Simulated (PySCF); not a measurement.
Gas-phase reaction: 2 ZnCH3 + CH2 → 2 ZnH2 + C3H4 (allene)

Method: PySCF energies (xtb for GFN2) plus ideal-gas RRHO corrections (1 bar). † marks an energy on the PBE0/def2-TZVP geometry and frequencies; other levels use their own. MP2 freezes the core. 6-31G* has spherical d functions here. Open shells (unrestricted): ZnCH3 (multiplicity 2), CH2 (multiplicity 3); the rest are closed-shell singlets. GFN2 has no spin-polarisation term. B3LYP is the form with VWN-RPA correlation. Zn: all electrons, no relativistic terms. ZnCH3, ZnH2: computed as isolated molecules; such fragments, hydroxides, amides, oligomers or adducts are transient or little studied in the gas. MP2 isn't extrapolated to the basis-set limit; its ΔH°(298 K) is -298.7 kJ in def2-SVP and -311.7 kJ in def2-TZVPP. The harmonic model lacks anharmonicity and excited electronic states, which grow with temperature; levels with a mode under 35 cm⁻¹ are left out.

```csv
level,"ΔE electronic, kJ","ΔH°(298 K), kJ","ΔS°(298 K), J/K","ΔG°(1000 K), kJ"
B3LYP/6-31G*,-251,-276,-54,-227
BLYP/def2-TZVP†,-315,-335,-60,-278
GFN2-xTB,-702,-729,-61,-673
MP2/def2-SVP†,-278,-299,-60,-241
PBE/def2-SVP,-303,-325,-60,-268
PBE0/def2-TZVP,-273,-293,-60,-236
r2SCAN/def2-TZVP†,-272,-293,-60,-235
ωB97M-V/def2-TZVP†,-320,-340,-60,-283
ωB97X-V/def2-TZVP†,-325,-345,-60,-288
```
ΔH° is lowest at GFN2-xTB and highest at B3LYP/6-31G*. No reference value is set beside these.
